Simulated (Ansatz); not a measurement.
Input for Ansatz (development build ahead of 0.2.0):

```yaml
crystal:
  periodic: [false, false, false]
  atoms:
    - { symbol: Cu, position_ang: [0.0, 0.0, 0.0] }
    - { symbol: F, position_ang: [0.0, 0.0, 1.9893] }
basis:
  gaussian: { orbitals: cc-pVTZ }
magnetization:
  spin_polarized: true
hamiltonian:
  xc: hf
correlation:
  method: ccsd_t
  frozen_orbitals: { Cu: 5, F: 1 }
```

The input is written out in the form of the current development build from the run's settings.

Output:

| Item | Value |
| --- | --- |
| Converged | yes |
| Reference energy | -1738.44324 hartree |
| Correlation energy | -1.07069 hartree |
| Total energy | -1739.51393 hartree |
